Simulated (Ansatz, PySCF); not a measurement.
Process, species as SMILES: NB(F)F → N[B]F + F atom (the B-F bond at the site shown breaks; other sites are not compared here)
Structures are relaxed separately at B3LYP-D3(BJ)/def2-TZVP in Ansatz (a first-principles code), one conformer each, not searched for the lowest. Frequencies are from Ansatz or PySCF.
Geometry of the first species:
```xyz
6

B      0.0183    -0.0197     0.0248
F      1.2393    -0.4934    -0.2319
F     -0.5103    -0.2912     1.2198
N     -0.6792     0.7310    -0.9204
H     -1.5987     1.0964    -0.7469
H     -0.2993     0.9462    -1.8251
```
Charge 0, spin multiplicity 1.

Property: bond dissociation energy (0 K, with B3LYP-D3(BJ) harmonic zero-point energies), in kJ/mol. Cores are frozen in the correlated levels unless marked. Open shells are spin-unrestricted. Spin-orbit coupling is left out. No relativistic terms. CBS marks a two-point X^-3 extrapolation of the correlation energy; Hartree-Fock from the larger set. [CCSD(T)-MP2]/basis is that difference in the basis named.

| level | program | bond dissociation energy (kJ/mol) |
|---|---|---|
| HF/cc-pVQZ | Ansatz | 542.5 |
| PBE0-D4/def2-TZVPD | Ansatz + dftd4 | 687.0 |
| HSE06-D3(BJ)/def2-TZVPD | Ansatz + dftd3 | 686.9 |
| HSE06/def2-TZVPD | Ansatz | 686.1 |

Question: Predict the RI-MP2/CBS(cc-pVTZ,cc-pVQZ)+[CCSD(T)-MP2]/cc-pVTZ result (Ansatz).

Answer: 714.3 kJ/mol
